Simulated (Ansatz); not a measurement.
The inner images of a band of AlH3O3 + H2 (9 atoms, charge 0, multiplicity 1) are given out of order.

The calculation used RKS PBE0-D4/def2-SVP in Ansatz 0.2.0.

Initial state:

```xyz
9
Properties=species:S:1:pos:R:3
Al 0.126 -0.394 -0.089
O 1.112 0.395 -1.235
O 0.742 -0.796 1.442
O -1.404 -0.965 -0.555
H -0.328 1.816 0.154
H -0.792 1.601 0.724
H 0.847 0.499 -2.151
H 1.641 -0.617 1.719
H -1.944 -1.538 -0.009
```

Final state:

```xyz
9
Properties=species:S:1:pos:R:3
Al -0.158 0.036 0.535
O 0.652 0.820 -1.114
O 0.965 -1.003 1.311
O -1.176 -0.771 -0.638
H 0.418 1.743 -1.277
H -0.683 1.348 1.269
H 0.047 0.263 -1.658
H 1.442 -0.772 2.108
H -1.507 -1.664 -0.537
```

Put them in order from the first end to the last, with their energies above the first end.
A.
```xyz
9
Properties=species:S:1:pos:R:3
Al -0.221 -0.078 0.446
O 0.741 0.810 -1.066
O 0.875 -1.026 1.361
O -1.342 -0.935 -0.541
H 0.399 1.701 -0.883
H -0.635 1.396 0.942
H 0.400 0.550 -1.935
H 1.539 -0.662 1.948
H -1.756 -1.756 -0.274
```
B.
```xyz
9
Properties=species:S:1:pos:R:3
Al -0.200 -0.024 0.496
O 0.694 0.817 -1.081
O 0.926 -1.018 1.326
O -1.257 -0.860 -0.594
H 0.434 1.749 -1.091
H -0.678 1.364 1.129
H 0.231 0.387 -1.820
H 1.500 -0.705 2.025
H -1.651 -1.709 -0.390
```
C.
```xyz
9
Properties=species:S:1:pos:R:3
Al 0.060 -0.329 0.002
O 0.974 0.531 -1.179
O 0.726 -0.851 1.474
O -1.436 -0.955 -0.505
H -0.094 1.673 -0.043
H -0.549 1.647 0.588
H 0.605 0.630 -2.060
H 1.585 -0.634 1.836
H -1.871 -1.712 -0.113
```
D.
```xyz
9
Properties=species:S:1:pos:R:3
Al -0.197 -0.126 0.371
O 0.795 0.804 -1.064
O 0.821 -0.999 1.426
O -1.389 -0.975 -0.516
H 0.301 1.565 -0.648
H -0.552 1.443 0.703
H 0.486 0.688 -1.974
H 1.572 -0.640 1.899
H -1.837 -1.759 -0.197
```
E.
```xyz
9
Properties=species:S:1:pos:R:3
Al -0.095 -0.190 0.220
O 0.820 0.759 -1.075
O 0.777 -0.950 1.463
O -1.424 -0.965 -0.507
H 0.133 1.501 -0.360
H -0.457 1.524 0.522
H 0.535 0.694 -1.996
H 1.580 -0.641 1.881
H -1.869 -1.732 -0.148
```
F.
```xyz
9
Properties=species:S:1:pos:R:3
Al -0.009 -0.253 0.100
O 0.884 0.653 -1.123
O 0.753 -0.905 1.471
O -1.435 -0.955 -0.496
H 0.007 1.576 -0.177
H -0.468 1.586 0.517
H 0.558 0.662 -2.026
H 1.580 -0.637 1.871
H -1.870 -1.727 -0.137
```
G.
```xyz
9
Properties=species:S:1:pos:R:3
Al 0.097 -0.383 -0.060
O 1.050 0.438 -1.219
O 0.716 -0.814 1.460
O -1.419 -0.979 -0.539
H -0.203 1.771 0.066
H -0.661 1.669 0.675
H 0.719 0.581 -2.108
H 1.597 -0.625 1.782
H -1.896 -1.657 -0.057
```

G (+0.5 kcal/mol), C (+3.0 kcal/mol), F (+10.5 kcal/mol), E (+18.2 kcal/mol), D (+8.8 kcal/mol), A (+4.0 kcal/mol), B (+1.7 kcal/mol).

Run time: 2.7 min on 2 threads of Arm Neoverse V2, on a shared host, peak memory 0.17 GiB.
